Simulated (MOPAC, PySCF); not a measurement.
[W(Cl)2(NH2)4], neutral singlet in the gas phase. 

Cartesian coordinates (Å):
```xyz
15

W      0.0140     0.2272    -0.0943
Cl     0.8716    -1.4427    -1.6262
Cl    -0.9339    -1.4508     1.3872
N     -1.8159     0.1187    -0.8288
H     -2.0382     0.4686    -1.7615
H     -2.5701    -0.4514    -0.4536
N      0.8615     1.3748    -1.4399
H      0.8784     2.3928    -1.4071
H      1.3409     1.0061    -2.2612
N      1.5158    -0.0010     1.1676
H      1.5098    -0.5987     1.9908
H      2.4604     0.3079     0.9350
N     -0.4822     1.8806     0.8325
H     -1.3262     2.4137     0.6299
H      0.1210     2.3620     1.4972
```
Charge 0, spin multiplicity 1.

All levels are single points at this geometry (r2SCAN-D4/def2-SVP); Pople sets use spherical d functions. Orbital energies aren't observables, and empty levels follow the basis.

| level | HOMO (eV) | LUMO (eV) | gap (eV) | dipole (D) | vertical IE, Delta-SCF (eV) |
|---|---|---|---|---|---|
| B3LYP-D3(BJ)/def2-TZVP in PySCF | -7.10 | -2.83 | 4.28 | 6.37 | – |
| PBE-D3(BJ)/def2-TZVP in PySCF | -6.03 | -3.26 | 2.77 | 6.20 | – |
| TPSSh-D3(BJ)/def2-TZVP in PySCF | -6.62 | -2.98 | 3.64 | 6.41 | – |
| B3LYP/6-311+G** (LANL2DZ on W) in PySCF | -7.18 | -3.22 | 3.97 | 6.66 | – |
| B3LYP/6-31G* (LANL2DZ on W) in PySCF | -6.86 | -2.86 | 4.00 | 7.17 | – |
| B3LYP/LANL2DZ in PySCF | -6.99 | -3.01 | 3.98 | 7.31 | – |
| BP86/6-31G* (LANL2DZ on W) in PySCF | -5.92 | -3.34 | 2.58 | 6.99 | – |
| M06-2X/6-31G* (LANL2DZ on W) in PySCF | -8.40 | -1.97 | 6.42 | 7.46 | – |
| PBE/6-31G* (LANL2DZ on W) in PySCF | -5.83 | -3.24 | 2.59 | 6.95 | – |
| SVWN5/6-31G* (LANL2DZ on W) in PySCF | -5.95 | -3.34 | 2.61 | 6.96 | – |
| HF/6-31G* (LANL2DZ on W) in PySCF | -10.23 | 0.09 | 10.32 | 7.67 | – |
| PM6 in MOPAC | -7.71 | 0.87 | 8.57 | 6.68 | – |
| PM7 in MOPAC | -9.91 | -0.06 | 9.85 | 7.37 | – |
